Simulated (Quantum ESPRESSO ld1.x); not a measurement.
Values are calculated unless marked as measured or tabulated.
Question: The mean radii <r> (bohr) of the occupied orbitals of an atom or ion are listed with their occupations. Level of theory: scalar-relativistic Kohn-Sham, revPBE, spin-unpolarised, spherical densities, point nucleus (ld1.x of Quantum ESPRESSO 7.5).

| orbital | occ. | <r> |
|---|---|---|
| 1s | 2 | 0.01631 |
| 2s | 2 | 0.06873 |
| 2p | 6 | 0.06235 |
| 3s | 2 | 0.1775 |
| 3p | 6 | 0.1793 |
| 3d | 10 | 0.1624 |
| 4s | 2 | 0.3916 |
| 4p | 6 | 0.4176 |
| 4d | 10 | 0.4397 |
| 5s | 2 | 0.8753 |
| 4f | 14 | 0.4674 |
| 5p | 6 | 1.003 |
| 5d | 9 | 1.344 |
| 6s | 2 | 2.297 |
| 6p | 1 | 3.097 |
| 7p | 1 | 9.758 |

Name the element and its charge.

Answer: Z = 81, thallium, charge 0: Tl in [Xe] 4f14 5d9 6s2 6p1 7p1. The 1s radius gives Z: for a bare nucleus <r> = (2 gamma + 1)/(2Z) with gamma = sqrt(1 - (Z/c)^2), 0.01613 bohr for Z = 81, and screening makes it slightly larger (0.01631 here). The occupations add up to 81, and the charge is Z minus that.
